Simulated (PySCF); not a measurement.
Where the electron goes

1,3,5-trifluorobenzene, C6H3F3.
Z-matrix (Å and degrees, GFN2-xTB geometry), rows numbered from 1:
```
F 
C   1  1.3402
C   2  1.3839  1  118.79
C   3  1.3839  2  117.57  1  -179.97
F   4  1.3403  3  118.82  2  -179.95
C   4  1.3838  3  122.42  2     0.01
C   6  1.3837  4  117.58  3    -0.11
F   7  1.3402  6  118.77  4  -179.85
C   7  1.3837  6  122.44  4     0.13
H   3  1.0771  2  121.22  1     0.08
H   6  1.0771  4  121.28  3   179.97
H   9  1.0770  2  121.27  1    -0.09
```

Level of theory: TDDFT wB97X-D/def2-SVPD, vertical, gas phase, core orbitals frozen in the response in PySCF 2.14.0, density-fitted response routines.

Kohn–Sham orbitals with the atoms that hold most of them (Löwdin shares over 4%, at most four atoms):

| orbital | ε (eV) | atoms |
| --- | --- | --- |
| LUMO+2 | 2.42 | C2 14%, C4 14%, C7 14%, C3 12% |
| LUMO+1 | 1.02 | C7 24%, C3 20%, C2 12%, C4 10% |
| LUMO | 1.02 | C4 21%, C2 19%, C9 17%, C6 15% |
| HOMO | -9.61 | C6 27%, C2 18%, C9 10%, C4 10% |
| HOMO-1 | -9.61 | C3 22%, C9 20%, C7 16%, C4 14% |
| HOMO-2 | -12.60 | F8 12%, F1 12%, F5 12%, C9 11% |
| HOMO-3 | -13.15 | F8 21%, F5 21%, F1 21%, C6 7% |

Within 0.005 eV of a neighbour in this list lie HOMO-1/HOMO and LUMO/LUMO+1 (point group found: D3h); within a degenerate set the shares of single atoms can hang on how the components are chosen.

**Question.** How does S1 compare with the orbital gap of 10.63 eV?

**Answer.** S1 is at 5.55 eV (f = 0.0000), 5.08 eV below the gap, made of HOMO-1/HOMO→LUMO/LUMO+1 (≥87%). Without the coupling terms of the response equations the lowest excitation would equal the gap.

Next come S2 at 6.32 eV (f 0.0000), HOMO-1/HOMO→LUMO/LUMO+1 (≥87%); S3 at 7.19 eV (f 0.577), HOMO-1/HOMO→LUMO/LUMO+1 (≥96%); S4 at 7.19 eV (f 0.577), HOMO-1/HOMO→LUMO/LUMO+1 (≥96%); S5 at 7.59 eV (f 0.0000), HOMO-1/HOMO→LUMO+2 (≥83%), HOMO-1/HOMO→LUMO+5 (≥14%).

Orbitals of the list HOMO-3 to LUMO+2 that lie within 0.01 eV of each other are written together with a slash and their weights summed (≥ marks a lower bound); for degenerate orbitals outside that list single weights are arbitrary.

The run took 34 s on Arm Neoverse V2, one thread, on a shared host.
